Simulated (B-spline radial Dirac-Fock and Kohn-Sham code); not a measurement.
Magnetic form factor of the 5d shell of Ta⁺

System: the Ta⁺ ion, configuration [Xe] 4f14 5d2 6s2 (an excited configuration).

Input of the calculation (task.json; shells as n, l, electrons):

```json
{"items": [{
  "Z": 73,
  "q": 1,
  "cfg": [[1, 0, 2], [2, 0, 2], [2, 1, 6], [3, 0, 2], [3, 1, 6], [3, 2, 10], [4, 0, 2], [4, 1, 6], [4, 2, 10], [4, 3, 14], [5, 0, 2], [5, 1, 6], [5, 2, 2], [6, 0, 2]],
  "A": 181,
  "rrms": 5.3507,
  "do": ["scatter"],
  "s": [0.0, 0.05, 0.1, 0.15, 0.2, 0.25, 0.3, 0.35, 0.4, 0.45, 0.5, 0.6, 0.7, 0.8, 0.9, 1.0, 1.1, 1.2, 1.4, 1.6, 1.8, 2.0, 2.5, 3.0, 3.5, 4.0, 5.0, 6.0],
  "pz": [0, 0.1, 0.14, 0.2, 0.27, 0.38, 0.53, 0.74, 1.0, 1.5, 2.0, 2.8, 4.0, 5.5, 7.7, 11.0, 15.0, 21.0, 30.0, 41.0, 58.0],
  "hv_scatter": [1000, 2000, 5000, 8047.8, 10000, 20000, 30000, 1000000]
}]}
```

Run with: `python xray_run.py task.json out`

Calculated with a B-spline atomic structure program, using configuration-average Dirac-Fock orbitals. ⟨j_K⟩ is the integral of the 5d radial density with the spherical Bessel function j_K(4πsr), s = sin θ/λ.

```
s (Å⁻¹)     ⟨j0⟩     ⟨j2⟩     ⟨j4⟩
      0   1.0000   0.0000   0.0000
   0.05   0.9193   0.0316   0.0005
    0.1   0.7164   0.1049   0.0060
   0.15   0.4751   0.1761   0.0224
    0.2   0.2649   0.2154   0.0480
   0.25   0.1158   0.2177   0.0751
    0.3   0.0264   0.1935   0.0965
   0.35  -0.0177   0.1563   0.1085
    0.4  -0.0328   0.1166   0.1110
   0.45  -0.0317   0.0806   0.1059
    0.5  -0.0230   0.0513   0.0958
    0.6  -0.0021   0.0135   0.0690
    0.7   0.0119  -0.0025   0.0431
    0.8   0.0172  -0.0058   0.0232
    0.9   0.0165  -0.0034   0.0101
      1   0.0129   0.0006   0.0026
    1.1   0.0087   0.0042  -0.0008
    1.2   0.0049   0.0065  -0.0016
    1.4   0.0002   0.0078   0.0002
    1.6  -0.0011   0.0062   0.0027
```

Radial moments of the shell: ⟨r²⟩ = 4.582, ⟨r⁴⟩ = 38.17, ⟨r⁶⟩ = 533.6 in powers of bohr.
